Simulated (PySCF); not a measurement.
Ge(Cl)4, Cl₄Ge, SMILES [Cl][Ge]([Cl])([Cl])[Cl] (PBE0/def2-SVP optimised geometry):

```
5

Cl    -1.417    -2.004     1.736
Ge    -0.709    -1.002     0.000
Cl    -1.417    -2.005    -1.736
Cl    -1.417     1.002     0.000
Cl     1.417    -1.002     0.000
```

Computed with PBE0/def2-TZVP run with PySCF.

What are the frontier orbital energies and the dipole moment?

HOMO-2 -9.67 eV, HOMO-1 -9.67 eV, HOMO -9.67 eV, LUMO -2.37 eV, LUMO+1 0.23 eV; dipole moment 0.00 D.

On the same geometry PBE/def2-TZVP in PySCF gives HOMO-2 -8.20 eV, HOMO-1 -8.20 eV, HOMO -8.20 eV, LUMO -3.33 eV, LUMO+1 -0.69 eV; dipole moment 0.00 D.

Meta-Löwdin charges at PBE0/def2-TZVP: Cl1 -0.24, Ge2 0.96, Cl3 -0.24, Cl4 -0.24, Cl5 -0.24.
